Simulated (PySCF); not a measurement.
Spectrum to structure. Method: TDDFT wB97X-D/def2-SVPD, vertical, gas phase, core orbitals frozen in the response in PySCF 2.14.0, density-fitted response routines. Geometries: GFN2-xTB, one conformer each.

```json
{"state": "S1", "E (eV)": "4.53", "λ (nm)": "273.6", "f": "0.0012"}
{"state": "S2", "E (eV)": "5.65", "λ (nm)": "219.4", "f": "0.0026"}
{"state": "S3", "E (eV)": "5.79", "λ (nm)": "214.1", "f": "0.0096"}
{"state": "S4", "E (eV)": "6.22", "λ (nm)": "199.3", "f": "0.017"}
{"state": "S5", "E (eV)": "6.44", "λ (nm)": "192.5", "f": "0.021"}
{"state": "S6", "E (eV)": "6.71", "λ (nm)": "184.6", "f": "0.025"}
{"state": "S7", "E (eV)": "6.83", "λ (nm)": "181.7", "f": "0.031"}
{"state": "S8", "E (eV)": "7.04", "λ (nm)": "176.1", "f": "0.033"}
```

Triplets computed (Tamm–Dancoff): 4.10, 5.23, 5.52 eV.

Question: Which candidate is it? All have the formula C4H7NS2Si.
A. `S1[SiH](C#N)SCCC1`
B. `N#C[C@@H]1S[C@@H]1CS[SiH3]`
C. `[SiH3]Nc1cscc1S`
D. `C=N[Si@H]1SC=C(C)S1`

Answer: B. Its S1 lies at 4.53 eV; the nearest of the others has S1 at 4.94 eV. S1 is HOMO-1→LUMO (79%), HOMO→LUMO (17%). Löwdin shares by element: HOMO sulfur 73%, silicon 8%, carbon 8% or more; LUMO sulfur 46% or more, carbon 27% or more, nitrogen 10% (atoms not listed hold the other 17%). At the same level the other candidates give, for their lowest levels:
- `[SiH3]Nc1cscc1S`: 4.94 eV (f 0.046); 5.00 eV (f 0.103); 5.29 eV (f 0.005); 5.42 eV (f 0.049); 5.58 eV (f 0.010); T1 3.62 eV; HOMO -7.72, LUMO 1.25 eV
- `C=N[Si@H]1SC=C(C)S1`: 3.91 eV (f 0.000); 4.24 eV (f 0.001); 4.39 eV (f 0.003); 5.16 eV (f 0.077); 5.84 eV (f 0.020); T1 3.40 eV; HOMO -7.64, LUMO 0.31 eV
- `N#C[SiH]1SCCCS1`: 5.24 eV (f 0.008); 5.56 eV (f 0.002); 5.71 eV (f 0.036); 6.01 eV (f 0.000); 6.37 eV (f 0.001); T1 4.96 eV; HOMO -9.04, LUMO 0.67 eV

Conformer computed: `[N:1]#[C:2][C@@H:3]1[S:4][C@@H:5]1[CH2:6][S:7][SiH3:8]`: S4–C5–C6–S7 -159°, C5–C6–S7–Si8 137°.
